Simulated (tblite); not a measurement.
Compound: C7H5FO2.
Numbering: `[CH2:1]=[CH:2][c:3]1[cH:4][cH:5][o:6][c:7]1[C:8](=[O:9])[F:10]` (hydrogens: H11, H12 on C1; H13 on C2; H14 on C4; H15 on C5)

Computed with GFN2-xTB (tblite), gas phase: L-BFGS steps from a force-field or distance-geometry start until the largest atomic force falls under 0.01 eV/Å.

Step 15: E = -826.2637 eV
```
atom  x, y, z in Å  |  force x, y, z in eV/Å
C1      2.4856   -0.4236    0.4625   -0.061   0.044  -0.003
C2      1.2373   -0.8162    0.2269   -0.007  -0.036  -0.005
C3      0.1410    0.0996    0.0243   -0.031  -0.001   0.011
C4      0.1630    1.5161    0.0375   -0.074   0.001  -0.035
C5     -1.1178    1.9219   -0.2020   -0.006  -0.055   0.008
O6     -1.9354    0.8841   -0.3600    0.046  -0.066   0.012
C7     -1.1883   -0.2393   -0.2249    0.001  -0.046  -0.013
C8     -1.7955   -1.5393   -0.3465   -0.053  -0.111  -0.009
O9     -1.3031   -2.6194   -0.2613    0.042   0.144   0.009
F10    -3.1360   -1.4451   -0.5961    0.000   0.058   0.000
H11     2.7261    0.6256    0.5109    0.135  -0.046   0.025
H12     3.2926   -1.1204    0.6147   -0.078   0.028  -0.021
H13     0.9654   -1.8583    0.1721    0.060  -0.090   0.012
H14     1.0235    2.1276    0.1995   -0.026   0.126   0.001
H15    -1.5627    2.8945   -0.2796    0.050   0.052   0.008
```

Step 16: E = -826.2662 eV
```
atom  x, y, z in Å  |  force x, y, z in eV/Å
C1      2.4850   -0.4242    0.4624   -0.019   0.051   0.004
C2      1.2367   -0.8146    0.2267    0.007  -0.053   0.001
C3      0.1410    0.1009    0.0246   -0.039  -0.038   0.000
C4      0.1624    1.5178    0.0370   -0.003  -0.011  -0.016
C5     -1.1177    1.9203   -0.2018   -0.095  -0.016  -0.009
O6     -1.9351    0.8826   -0.3595    0.027  -0.077   0.002
C7     -1.1880   -0.2413   -0.2254    0.024  -0.019   0.002
C8     -1.7967   -1.5421   -0.3467   -0.031  -0.042  -0.007
O9     -1.3028   -2.6216   -0.2612   -0.037   0.174  -0.005
F10    -3.1387   -1.4390   -0.5966    0.076  -0.008   0.014
H11     2.7330    0.6222    0.5124    0.118  -0.008   0.021
H12     3.2888   -1.1236    0.6137   -0.053   0.005  -0.016
H13     0.9721   -1.8585    0.1736    0.017  -0.084   0.003
H14     1.0191    2.1367    0.1990   -0.039   0.073  -0.004
H15    -1.5636    2.8925   -0.2801    0.047   0.053   0.009
```

Step 17: E = -826.2681 eV
```
atom  x, y, z in Å  |  force x, y, z in eV/Å
C1      2.4845   -0.4240    0.4625    0.010   0.034   0.007
C2      1.2366   -0.8144    0.2266    0.015  -0.048   0.006
C3      0.1409    0.1013    0.0250   -0.006  -0.031  -0.005
C4      0.1622    1.5192    0.0364   -0.049  -0.035  -0.014
C5     -1.1197    1.9191   -0.2019   -0.044  -0.035  -0.004
O6     -1.9345    0.8796   -0.3591   -0.014  -0.041  -0.009
C7     -1.1869   -0.2436   -0.2256    0.011   0.020   0.008
C8     -1.7986   -1.5434   -0.3471    0.007   0.035  -0.001
O9     -1.3026   -2.6214   -0.2612   -0.072   0.120  -0.011
F10    -3.1402   -1.4344   -0.5969    0.093  -0.047   0.018
H11     2.7407    0.6198    0.5139    0.089   0.017   0.016
H12     3.2849   -1.1263    0.6126   -0.024  -0.016  -0.009
H13     0.9774   -1.8603    0.1747   -0.006  -0.055  -0.002
H14     1.0147    2.1447    0.1984   -0.041   0.035  -0.006
H15    -1.5638    2.8921   -0.2803    0.030   0.046   0.006
```

Step 18: E = -826.2694 eV
```
atom  x, y, z in Å  |  force x, y, z in eV/Å
C1      2.4850   -0.4236    0.4628    0.027   0.009   0.008
C2      1.2373   -0.8146    0.2267    0.015  -0.026   0.009
C3      0.1416    0.1014    0.0254    0.012  -0.023  -0.008
C4      0.1606    1.5202    0.0356   -0.025  -0.032  -0.001
C5     -1.1222    1.9175   -0.2021   -0.029  -0.009  -0.006
O6     -1.9345    0.8761   -0.3590   -0.045   0.005  -0.015
C7     -1.1853   -0.2451   -0.2255    0.000   0.042   0.010
C8     -1.8000   -1.5430   -0.3474    0.033   0.077   0.004
O9     -1.3045   -2.6204   -0.2615   -0.054   0.035  -0.008
F10    -3.1398   -1.4308   -0.5968    0.058  -0.053   0.011
H11     2.7490    0.6181    0.5156    0.058   0.021   0.011
H12     3.2820   -1.1295    0.6118   -0.002  -0.024  -0.004
H13     0.9810   -1.8620    0.1754   -0.013  -0.022  -0.004
H14     1.0104    2.1516    0.1978   -0.063  -0.009  -0.012
H15    -1.5649    2.8920   -0.2807    0.026   0.009   0.007
```

**Question.** Estimate the geometry and energy of step 19. (The exact step hangs on the optimiser's Hessian estimate; all steps are aligned on step 18, rigid shifts and turns removed.)

**Answer.** E = -826.2702 eV, largest force 0.076 eV/Å
```
atom  x, y, z in Å  |  force x, y, z in eV/Å
C1      2.4864   -0.4235    0.4632    0.029  -0.009   0.006
C2      1.2386   -0.8148    0.2270    0.013  -0.002   0.008
C3      0.1425    0.1014    0.0256    0.020  -0.005  -0.006
C4      0.1590    1.5206    0.0351   -0.026  -0.020   0.002
C5     -1.1249    1.9162   -0.2025    0.001   0.001  -0.004
O6     -1.9352    0.8736   -0.3593   -0.047   0.035  -0.013
C7     -1.1839   -0.2455   -0.2252   -0.012   0.041   0.006
C8     -1.8003   -1.5414   -0.3474    0.034   0.068   0.006
O9     -1.3076   -2.6195   -0.2620   -0.009  -0.026  -0.001
F10    -3.1385   -1.4284   -0.5965    0.007  -0.036   0.001
H11     2.7564    0.6170    0.5171    0.032   0.010   0.007
H12     3.2804   -1.1328    0.6112    0.012  -0.023  -0.001
H13     0.9829   -1.8630    0.1758   -0.011   0.003  -0.003
H14     1.0060    2.1564    0.1972   -0.064  -0.029  -0.013
H15    -1.5664    2.8916   -0.2811    0.021  -0.006   0.006
```

The energy changes by -0.0008 eV. The first-order estimate −F·Δx gives -0.0012 eV and the mean of the old and new forces, exact on a quadratic surface, -0.0008 eV. The step makes an angle of 62° with the force vector and moves no atom by more than 0.008 Å.

What follows is the cost of the whole relaxation. Hardware: an Arm Neoverse V2 with one thread (shared host). Cost: 0.21 s of wall time.
